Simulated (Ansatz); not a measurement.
OSe, charge -1, doublet, geometry from GFN2-xTB of the parent state (a state made from the parent by changing its charge; the spin is typed, not shown lowest) (a gas-phase anion, which may not be bound at this level); Ansatz (an electronic-structure program) with HF/6-31G.

Ansatz was given this input:
Ansatz 0.2 input:
```yaml
crystal:
  periodic: [false, false, false]
  atoms:
    - {symbol: O, position_ang: [-0.00000000, -0.00000000, -1.29850896]}
    - {symbol: Se, position_ang: [0.00000000, 0.00000000, 0.30553152]}
basis:
  gaussian:
    orbitals: 6-31G
hamiltonian:
  xc: hf
total_charge: -1
magnetization: {spin_polarized: false, initial_magnetization: 1}
```

**Question.** Predict the main parts of the log of this Ansatz run.

**Answer.** 
```
Functional definition: HF
332 factors; integrals over basis functions are off by at most 7.3e-4 eV
mean field evaluation 1: about -67326.8765 eV, gradient 1.6e1 eV
mean field evaluation 2: about -67326.9290 eV, gradient 1.6e1 eV
mean field evaluation 4: about -67327.7578 eV, gradient 2.9e0 eV
mean field evaluation 8: about -67327.8336 eV, gradient 1.8e0 eV
mean field evaluation 16: about -67327.9311 eV, gradient 7.8e-3 eV
mean field evaluation 32: about -67327.9311 eV, gradient 3.5e-3 eV
mean field -67327.93114989 eV, -2474.2558332476 hartree, gradient 1.9e-5 eV, S^2 0.750000; 1 other end points of the search recorded, 0 dependent functions left out
reference -67327.93114989 eV, -2474.2558332476 hartree; 22, 21 occupied and 16, 17 virtual orbitals, 332 factors
Total energy: -67327.93114989 eV, -2474.2558332476 hartree
```
